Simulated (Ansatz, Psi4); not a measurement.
## SnSe: a line through the functionals

SnSe: 2 atoms, total charge 0, spin state singlet. As SMILES, `[Se][Sn]`. Geometry: relaxed at PBE0-D4/def2-TZVP.

The vertical ionisation energy (to the doublet cation) y, in eV, basis def2-TZVP with a core potential; a is the functional's share of exact exchange. Programs: Ansatz 0.2.0, Psi4 1.11.

```
functional  program     a  y (eV)
      TPSS     Psi4     0    9.12
    r2SCAN   Ansatz     0    9.17
     TPSSh     Psi4   0.1    9.08
     B3LYP     Psi4   0.2    9.12
      PBE0   Ansatz  0.25       ?
   r2SCAN0   Ansatz  0.25    9.08
     BHLYP   Ansatz   0.5    8.85
```

Question: Fit y = c + s·a to the known rows and predict PBE0.

Answer: 
1. Means of the 6 rows: a = 0.1750, y = 9.070.
2. Σ(Δa)² = 0.17875, Σ(Δa·Δy) = -0.0965, so the slope is -0.0965/0.17875 = -0.53986.
3. Intercept: 9.070 − (-0.53986) × 0.1750 = 9.164. The largest residual of the fit is 0.064.
4. PBE0: 9.164 + (-0.53986) × 0.25 = 9.03 eV.

The run gave 9.05 eV, so the prediction is off by -0.02 eV, within the largest residual. Spin-orbit coupling is left out.
